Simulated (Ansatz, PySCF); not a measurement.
Gas-phase reaction (SMILES): C#CB(C)C + Cl (HCl) -> CB(C)Cl [chloro(dimethyl)borane] + C#C (C2H2) [acetylene]; hydrogen chloride cleaves one B-C bond, a model of a ligand-exchange step.

Structures are relaxed separately at B3LYP-D3(BJ)/def2-TZVP in Ansatz (a first-principles code). Cores are frozen in the correlated levels unless marked. Spin-orbit coupling is left out. No relativistic terms. CBS(X,Y): correlation extrapolated as X^-3; Hartree-Fock from the larger set. Thermal terms are rigid-rotor harmonic-oscillator values from B3LYP-D3(BJ) frequencies (Ansatz or PySCF) at 298.15 K and 1 atm. 1 Eh = 627.5095 kcal/mol.

| species | E, CCSD(T)/CBS(aug-cc-pV(T+d)Z,aug-cc-pV(Q+d)Z) (Ansatz) (Eh) | E, wB97M-V/def2-TZVPD (Ansatz) (Eh) | H - E (Eh) |
|---|---|---|---|
| C#CB(C)C | -181.16517 | -181.41121 | 0.10364 |
| Cl (HCl) | -460.37804 | -460.79070 | 0.01000 |
| CB(C)Cl | -564.34048 | -564.89551 | 0.08494 |
| C#C (C2H2) | -77.22140 | -77.32451 | 0.03061 |

### Question
Work out ΔE and ΔH at 298.15 K at the first level, then ΔH at the second.

### Answer

1. ΔE = [(-564.34048) + (-77.22140)] - [(-181.16517) + (-460.37804)] = -0.01867 Eh = -11.7 kcal/mol at CCSD(T)/CBS(aug-cc-pV(T+d)Z,aug-cc-pV(Q+d)Z).
2. The terms H - E add up to 0.00191 Eh, so ΔH = (-0.01867 + (0.00191))×627.5095 = -10.5 kcal/mol.
3. At wB97M-V/def2-TZVPD the same steps give ΔE = -11.4 and ΔH = -10.2 kcal/mol, a shift of +0.3 from the first level.
4. These values are not checked against measurement here, since the tables used lack a sound gas-phase enthalpy of formation for at least one species.
